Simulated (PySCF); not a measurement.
All of these have the formula C6H10O2. Method: PySCF 2.14.0, density-fitted response routines, TDDFT wB97X-D/def2-SVPD, vertical, gas phase, core orbitals frozen in the response. Geometries: GFN2-xTB; one conformer of each isolated species. Triplets are in the Tamm–Dancoff approximation.

Task: Rank by computed S1–T1 gap, lowest first.
A. `OC[C@@H]1C[C@@H]2O[C@@H]2C1`
B. `CCC1=COCCO1`
C. `C=CC(=O)OCCC`
D. `CC(C)=C(C)C(=O)O`

Result: A (0.24 eV), C (1.08 eV), D (1.46 eV), B (1.61 eV).

```json
{"SMILES": "OC[C@@H]1C[C@@H]2O[C@@H]2C1", "S1−T1 (eV)": "0.24", "S1 (eV)": "7.17", "T1 (eV)": "6.93", "S1 mainly": "H-1→L (36%)", "T1 mainly": "H-1→L (35%)", "f(S1)": "0.003"}
{"SMILES": "C=CC(=O)OCCC", "S1−T1 (eV)": "1.08", "S1 (eV)": "5.12", "T1 (eV)": "4.03", "S1 mainly": "H→L (93%)", "T1 mainly": "H-1→L (94%)", "f(S1)": "0.000"}
{"SMILES": "CC(C)=C(C)C(=O)O", "S1−T1 (eV)": "1.46", "S1 (eV)": "5.00", "T1 (eV)": "3.55", "S1 mainly": "H-1→L (86%)", "T1 mainly": "H→L (94%)", "f(S1)": "0.007"}
{"SMILES": "CCC1=COCCO1", "S1−T1 (eV)": "1.61", "S1 (eV)": "5.98", "T1 (eV)": "4.37", "S1 mainly": "H→L (77%)", "T1 mainly": "H→L+4 (37%)", "f(S1)": "0.019"}
```

H and L stand for HOMO and LUMO. For `C=CC(=O)OCCC`, `CC(C)=C(C)C(=O)O` and `CCC1=COCCO1` the leading configurations of S1 and T1 differ. Singlets come from full response and triplets from the Tamm–Dancoff approximation.
